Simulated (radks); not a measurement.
Values are calculated unless marked as measured or tabulated.
Task: Ionisation of neutral molybdenum, [Kr] 4d5 5s1, to Mo+, [Kr] 4d5, under several functionals. Scalar-relativistic Kohn-Sham, spin-polarised, spherical densities, finite nucleus; open shells are filled with parallel spins first (spin-orbit coupling, left out, can overturn this in heavy ions); a radial shooting solver on a logarithmic mesh with Libxc functionals. Known Delta-SCF values: exchange-only r2SCAN 7.001 eV; XLYP 7.296 eV. What does LDA (Slater exchange, VWN5 correlation) give, and what is its highest occupied eigenvalue?

Result: 7.716 eV by Delta-SCF; the 4d eigenvalue is -4.673 eV. NIST: 7.092 eV (measured).
